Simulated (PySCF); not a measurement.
Cartesian coordinates (Å):
SMILES: [SnH]([OH])[OH]
```xyz
6

O      1.1916    -0.7712    -0.2311
Sn     0.0144     0.6295     0.5440
O     -1.7308    -0.1495     0.0608
H      2.1221    -0.6860     0.0048
H      0.0889     2.0910    -0.4232
H     -1.6862    -1.1138     0.0447
```
Charge 0, spin multiplicity 2.

Give the highest occupied spin orbital, total energy and dipole moment at the level r2SCAN-D4/def2-TZVP run with PySCF.


```
Item                                 Result
-----------------------------  ------------
highest occupied spin orbital      -5.67 eV
total energy                   -366.6327 Ha
dipole moment                        2.49 D
```
